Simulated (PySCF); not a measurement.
Potential energy of RbB along the bond

Set-up: Rb def2-SVPD with ECP28, B def2-SVPD; scalar-relativistic core potentials (PySCF 2.14). Energies in eV from Rb + B in their ground configurations at the same level. All curves are PBE0. state 1: ³Π (triplet), unpaired electrons σ ↑, π ↑; state 2: Ms = 0 determinant of mixed spin (⟨S²⟩ near 1.0), unpaired electrons σ ↓, π ↑, a second solution, started from another occupation; state 3: ³Σ⁻ (triplet), unpaired electrons π ↑↑, a second solution, started from another occupation; state 4: Ms = 0 determinant of mixed spin (⟨S²⟩ near 1.0), unpaired electrons π ↑↓, a mixture of terms (⟨Lz²⟩ = 2.0), a second solution, started from another occupation.

```tsv
R (Å)	state 1	state 2	state 3	state 4
2.617	-0.6553	-0.4399	-0.6737	-0.4445
2.739	-0.8163	-0.6008	-0.7000	-0.4723
2.860	-0.9042	-0.6906	-0.6779	-0.4517
2.952	-0.9345	-0.7237	-0.6386	-0.4136
3.043	-0.9422	-0.7352	-0.5851	-0.3616
3.134	-0.9328	-0.7305	-0.5214	-0.2995
3.256	-0.9013	-0.7067	-0.4259	-0.2064
3.408	-0.8427	-0.6597	-0.2967	-0.0808
3.591	-0.7587	-0.5913	-0.1371	0.0738
3.834	-0.6425	-0.4966	0.0714	0.2745
```

Problem. Put a parabola through the three lowest points of the state 1 curve and estimate Re, k and ωe (reduced mass 9.746 u; 1 eV/Å² = 0.16022 mdyn/Å; ωe = 1302.8·√(k/μ) cm⁻¹).

Solution. Through R = 2.952, 3.043, 3.134 Å the second-order coefficient is 1.03 eV/Å², so Re ≈ 3.038 Å, k ≈ 0.331 mdyn/Å and ωe ≈ 240 cm⁻¹. A polynomial fit of higher order to the unrounded PBE0 energies gives Re = 3.034 Å, k = 0.337 mdyn/Å, ωe = 242 cm⁻¹; anharmonicity and rounding make the difference.

The higher-order fit for each curve: state 1: Re = 3.034 Å, ωe = 242 cm⁻¹, De = 0.94 eV; state 2: Re = 3.058 Å, ωe = 226 cm⁻¹, minimum 0.74 eV below the ground-state fragments; state 3: Re = 2.737 Å, ωe = 302 cm⁻¹, minimum 0.70 eV below the ground-state fragments; state 4: Re = 2.741 Å, ωe = 300 cm⁻¹, minimum 0.472 eV below the ground-state fragments.

Spin–orbit coupling is left out. The state was picked by a PBE0 search and need not be the measured ground state.
